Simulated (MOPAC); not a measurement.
MOPAC input (PM3):

```
PM3 1SCF GEO-OK AUX(PRECISION=9) THREADS=1
CdTe

Cd   -0.00000000 1   -0.00000000 1   -1.34399523 1
Te    0.00000000 1    0.00000000 1    1.24061099 1
```

From the last part of the output:

```
                                                       MOPAC v23.2.5 Linux

          FINAL HEAT OF FORMATION =         -8.41182 KCAL/MOL =     -35.19507 KJ/MOL

          COSMO AREA              =         93.06 SQUARE ANGSTROMS
          COSMO VOLUME            =         78.07 CUBIC ANGSTROMS

          IONIZATION POTENTIAL    =          8.125690 EV
          HOMO LUMO ENERGIES (EV) =         -8.126  0.172
          NO. OF FILLED LEVELS    =          4
          MOLECULAR WEIGHT        =        240.0100         POINT GROUP:  C*v

          MOLECULAR DIMENSIONS (Angstroms)

            Atom       Atom       Distance
           Te     2   Cd     1     2.58461
           Te     2   Cd     1     0.00000
           Cd     1   Te     2     0.00000

          SCF CALCULATIONS        =          1

   ATOM   CHEMICAL          X               Y               Z
  NUMBER   SYMBOL      (ANGSTROMS)     (ANGSTROMS)     (ANGSTROMS)

     1      Cd         -0.00000000  *  -0.00000000  *  -1.34399523  *
     2      Te          0.00000000  *   0.00000000  *   1.24061099  *

                             CARTESIAN COORDINATES

   1   Cd       -0.000000000    -0.000000000    -1.343995230
   2   Te        0.000000000     0.000000000     1.240610990

           Empirical Formula: Cd Te  =     2 atoms

      MOLECULAR POINT GROUP   :   C*v

                  EIGENVALUES
 -11.38542  -8.29468  -8.29468  -8.12569   0.17203  20.98186  20.98186  21.03500

              NET ATOMIC CHARGES AND DIPOLE CONTRIBUTIONS

  ATOM NO.   TYPE          CHARGE      No. of ELECS.   s-Pop       p-Pop
    1         Cd           0.662384        1.3376     1.33422     0.00340
    2         Te          -0.662384        6.6624     1.99664     4.66575
 DIPOLE           X         Y         Z       TOTAL
 POINT-CHG.     0.000     0.000    -8.223     8.223
 HYBRID        -0.000     0.000    -0.452     0.452
 SUM           -0.000     0.000    -8.675     8.675

          ATOMIC ORBITAL ELECTRON POPULATIONS

     Atom    s        px        py        pz
    1 Cd   1.33422   0.00094   0.00094   0.00151
    2 Te   1.99664   1.99906   1.99906   0.66763

 **********************
 *                    *
 * JOB ENDED NORMALLY *
 *                    *
 **********************

 == MOPAC DONE ==
```
